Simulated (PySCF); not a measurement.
Isomers C$_{7}$H$_{4}$FN:

A. `C1(C#N)=CC=C(F)C=C1`
B. SMILES FC1=C[C@H]2C=C(C#N)[C@H]21
C. `N#Cc1cccc(F)c1`

Spectrum 1. ¹³C{¹H} NMR (computed): δ 177.8 (C), 170.9 (CH), 135.7 (C), 118.7 (C), 116.6 (CH), 59.3 (CH), 39.4 (CH).

Spectrum 2. ¹³C{¹H} NMR (computed): δ 172.7 (C), 136.6 (CH), 135.2 (CH), 126.9 (CH), 125.9 (CH), 123.4 (C), 119.7 (C).

Spectrum 3. ¹³C{¹H} NMR (computed): δ 175.1 (C), 142.4 (CH), 123.7 (C), 122.5 (CH), 113.2 (C).

PySCF calculation with geometry: GFN2-xTB and shielding tensors at PBE0/pcSseg-1 (GIAO); one conformer, in vacuum, fast rotation and ring inversion assumed for equivalent nuclei, no relativistic terms.

Chemical shifts δ = σref − σ; TMS for ¹³C (186.93 ppm), all at this level. Splittings of carbon signals by F and P are missing where no couplings were computed. Shifts are as computed. Against solution values, carbons near 30 ppm lie about +3 ppm off and those near 130 ppm about +5 ppm. Of 1211 compounds with measured shifts, 218 miss one by over three times the rms of a fit or turn the order of signals round; such compounds aren't used in these exercises.

Q: Which spectrum belongs to which compound?

A: 1–B, 2–C, 3–A.

- Spectrum 1 (B): 7 ¹³C signals; δC 135.7 is a fully substituted alkene carbon; δC 118.7 is a nitrile carbon.
- Spectrum 2 (C): 7 ¹³C signals; δC 172.7 is an aromatic carbon bearing fluorine; δC 136.6 is an aromatic CH.
- Spectrum 3 (A): 5 ¹³C signals; δC 175.1 is an aromatic carbon bearing fluorine; δC 123.7 is a nitrile carbon.
